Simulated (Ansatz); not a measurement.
The first iterations of a band of C₂H₁₀AlNSi (15 atoms, charge 0, multiplicity 1).

Method: Ansatz, RHF/STO-3G.

* movable images: 5
* climbing image: yes
* spring: 5.0 eV/Å²
* optimiser: quadratic models (default)
* start path: through a guess of the saddle point
* force threshold: 0.03 eV/Å
* iteration limit: 60
* end points: relaxed

First end point:

```xyz
15
Properties=species:S:1:pos:R:3
C -1.162 -0.664 0.557
N 0.190 -0.450 0.002
Si 1.492 -1.163 0.942
C 0.386 0.968 -0.427
Al -0.897 1.485 -1.759
H -1.377 -0.059 1.445
H -1.301 -1.710 0.826
H -1.926 -0.420 -0.187
H 1.655 -0.531 2.211
H 2.703 -1.028 0.209
H 1.199 -2.539 1.156
H 1.391 1.040 -0.841
H 0.378 1.637 0.440
H -0.871 0.839 -3.085
H -1.882 2.544 -1.459
```

Last end point:

```xyz
15
Properties=species:S:1:pos:R:3
C -1.156 -0.466 0.739
N 0.143 -0.468 0.037
Si 1.462 -1.203 0.939
C 0.432 0.862 -0.580
Al -0.927 1.362 -1.841
H -1.214 0.255 1.563
H -1.369 -1.453 1.148
H -1.967 -0.224 0.046
H 1.062 -2.504 1.353
H 1.813 -0.448 2.098
H 2.598 -1.286 0.087
H 1.389 0.774 -1.093
H 0.581 1.622 0.193
H -1.104 0.575 -3.076
H -1.765 2.550 -1.583
```

| iteration | highest image above the first end (eV) | largest band force component (eV/Å) |
| --- | --- | --- |
| 1 | 1.442 | 6.228 |
| 2 | 0.272 | 1.212 |
| 3 | 0.109 | 0.281 |

Q: Does the band converge within its limit, and where does its top end?

A: The run converged. It ended after 10 iterations with the highest image 0.090 eV above the first end. A vibrational analysis at the climbing image gives one clearly imaginary mode, 148i cm⁻¹: a first-order saddle point. Limits of this set-up: minimal basis.

Run time: 53 s on 1 thread of Arm Neoverse V2, with other jobs on the host, peak memory 0.1 GiB.
